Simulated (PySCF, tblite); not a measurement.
Isomers of C5H6OSSi, one GFN2-xTB conformer each. Single-point energies are computed at PBE0/pcSseg-1 (PySCF, gas phase, no added dispersion term), electronic only.

**Question.** Rank them by PBE0/pcSseg-1 energy, lowest first (kcal/mol).
A. `[O:1]=[CH:2][SiH2:3][c:4]1[cH:5][cH:6][cH:7][s:8]1` with O1–C2–Si3–C4 125°, C2–Si3–C4–C5 -18°
B. `[CH:1]#[C:2][C:3](=[O:4])[C:5](=[CH2:6])[S:7][SiH3:8]` with C2–C3–C5–C6 0°, C3–C5–S7–Si8 1°

**Answer.** A (0.0), B (38.2).

As drawn, the lower has an aromatic ring and an Si–C bond, which the higher lacks; the higher has a C≡C bond and a C=C bond outside aromatic rings, which the lower lacks. GFN2-xTB itself gives, in the same order: 0.0, 7.5. Both levels put the same isomer lowest.

**Question.** Which frontier levels, dipoles and rotational constants go with these structures?

**Answer.** 
| SMILES | HOMO (eV, PBE0/pcSseg-1) | LUMO (eV) | dipole (D) | A, B, C (MHz) |
| --- | --- | --- | --- | --- |
| O=C[SiH2]c1cccs1 | -7.03 | -1.57 | 2.69 | 3554, 809.4, 673.6 |
| C#CC(=O)C(=C)S[SiH3] | -6.75 | -2.96 | 4.11 | 2638, 1069, 768.6 |

**Question.** What happens when harmonic zero-point energies from GFN2-xTB frequencies are added?

**Answer.** 
```
              SMILES  ZPE (kcal/mol)  electronic (kcal/mol)  with ZPE (kcal/mol)
    O=C[SiH2]c1cccs1            55.9                    0.0                  0.0
C#CC(=O)C(=C)S[SiH3]            53.9                   38.2                 36.2
```

The zero-point energies span 2.0 kcal/mol. The order is unchanged.
